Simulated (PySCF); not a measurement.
PBE0 on Ag⁻ (silver, charge -1), [Kr] 4d10 5s2, closed-shell 1S. Calculation: PySCF 2.14, in def2-QZVPPD with the def2 core potential (28 electrons) (7s5p4d4f2g, 88 functions); a scalar-relativistic core potential.

```
cycle= 1 E= -147.006266116244  delta_E= -0.0107  |g|= 0.087  |ddm|= 0.456
cycle= 2 E= -147.004042455998  delta_E= 0.00222  |g|= 0.122  |ddm|=  0.2
cycle= 3 E= -147.008062539422  delta_E= -0.00402  |g|= 0.00981  |ddm|= 0.088
cycle= 4 E= -147.008089962231  delta_E= -2.74e-05  |g|= 0.00035  |ddm|= 0.0207
cycle= 5 E= -147.008090064811  delta_E= -1.03e-07  |g|= 3.45e-05  |ddm|= 0.00156
cycle= 6 E= -147.008090065756  delta_E= -9.44e-10  |g|= 7.65e-07  |ddm|= 0.000439
converged SCF energy = -147.008090065756  <S^2> = -1.9539925e-14  2S+1 = 1
```

Highest occupied orbital energy: 0.619 eV; ⟨L²⟩ = 0.00; populations by l: s 4.00, p 6.00, d 10.00, f 0.00.

(1) Can this result be used?

## Answers

(1) With care. Self-consistency was reached. Energies and moments cover only the electrons outside the core potential. At PBE0 the highest occupied level has a positive energy, so only the finite basis holds that electron; in a semilocal or global hybrid functional this comes from self-interaction and does not mean that the real anion is unbound.
